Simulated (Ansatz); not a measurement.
`BC(C)CC` + H–F → `BC(F)CC` + CH₄  (substitution at a C–C bond)

Isolated molecules relaxed with PBE0-D4/def2-TZVP in Ansatz; ΔE leaves out vibrations. CBS: MP2 limit from def2 TZ/QZ plus the TZ coupled-cluster correction, frozen cores. This one scheme is used for every species. Functionals use def2-TZVPP. B3LYP here is the variant with VWN-RPA as its local correlation; programs differ in this. Each species was taken in one conformer, which may not be the lowest.

CCSD(T)/CBS gives +38.1 kJ/mol.

(1) Another level gave +18.0 kJ/mol. Which?
A. B3LYP-D4/def2-TZVPP
B. PBE-D4/def2-TZVPP
C. CCSD(T)/def2-TZVPP
D. B3LYP/def2-TZVPP

Largest T1 diagnostic among the species: 0.010.

## Answers

(1) A. B3LYP-D4 18.0, B3LYP 9.1, PBE-D4 23.7, CCSD(T)/def2-TZVPP 35.3 kJ/mol.

From PBE to PBE0 (25 % exact exchange), in def2-TZVPP and without D4, ΔE moves by +6.1 kJ/mol. The D4 term adds +8.8 kJ/mol with B3LYP and +4.9 kJ/mol with PBE0; it sums over pairs of atoms, weighted by their polarisabilities, and B3LYP, whose exchange is more repulsive, gets the larger term.

CCSD(T)/CBS has its own doubt, a few kJ/mol and more with outer-core shells, so smaller differences from it don't rank the levels.
